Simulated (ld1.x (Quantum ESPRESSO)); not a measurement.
Scattering properties, TM potential for Li (Z = 3)

ld1.x (Quantum ESPRESSO) 7.5 input, shortened:

```
&input
   title='Li', zed=3., rel=0, dft='PBE', iswitch=3,
   config='[He] 2s1 2p0 3d-2'
 /
 &inputp
   pseudotype=2, tm=.true., lloc=0,
   nlcc=.false.
 /
3
2P  2  1   0.00   0.00  4.20  4.20  0.0
3D  3  2  -2.00   0.40  3.85  3.85  0.0
1S  1  0   2.00   0.00  0.60  0.60  0.0
 &test
   configts(1)='1s2 2s1 2p0'
 /
```

Occupied shells without a wave of their own: 2s. They enter only through the test configuration that unscreens the potential.

The phase is arctan(r·u′/u) with u = r·R(r), unwrapped; energies in Ry, scanned from -6 to 5 Ry. A pole is an energy at which the radial function vanishes at the test radius. The pseudo phase is shifted by a multiple of π to meet the all-electron one at the reference energy, and phase errors are pseudo minus all-electron; the curves can meet again beyond the range given. Levels narrower than the energy grid can be missing from the lists of poles.

| channel | radius (bohr) | reference energy (Ry) | poles, all-electron | poles, pseudo | unbroken range about the reference energy with phases within 0.05 rad | phase error 1 Ry above the reference energy (rad) |
| --- | --- | --- | --- | --- | --- | --- |
| s | 4.57 | -3.81 | 0.07, 1.95, 4.95 | 0.07, 1.95, 4.96 | below 3.2 | +0.000 |
| p | 4.57 | -0.08 | 0.24, 1.80, 4.39 | 0.25, 2.30 | below 0.6 | +0.717 |
| d | 4.57 | 0.40 | 1.05, 3.24 | 1.06, 3.60 | below 1.8 | +0.005 |

Phases in the d channel:

| E (Ry) | all-electron | pseudo |
| --- | --- | --- |
| -6.00 | 1.482 | 1.482 |
| -5.48 | 1.478 | 1.478 |
| -4.96 | 1.473 | 1.473 |
| -4.44 | 1.468 | 1.468 |
| -3.92 | 1.461 | 1.461 |
| -3.40 | 1.454 | 1.454 |
| -2.88 | 1.444 | 1.444 |
| -2.36 | 1.431 | 1.431 |
| -1.84 | 1.413 | 1.413 |
| -1.32 | 1.386 | 1.386 |
| -0.80 | 1.340 | 1.340 |
| -0.28 | 1.231 | 1.231 |
| 0.24 | 0.531 | 0.531 |
| 0.76 | -1.409 | -1.409 |
| 1.28 | -1.653 | -1.650 |
| 1.80 | -2.007 | -1.951 |
| 2.32 | -4.388 | -4.248 |
| 2.84 | -4.644 | -4.600 |
| 3.36 | -4.730 | -4.686 |
| 3.88 | -4.812 | -4.739 |
| 4.40 | -5.055 | -4.790 |
| 4.92 | -7.468 | -4.869 |
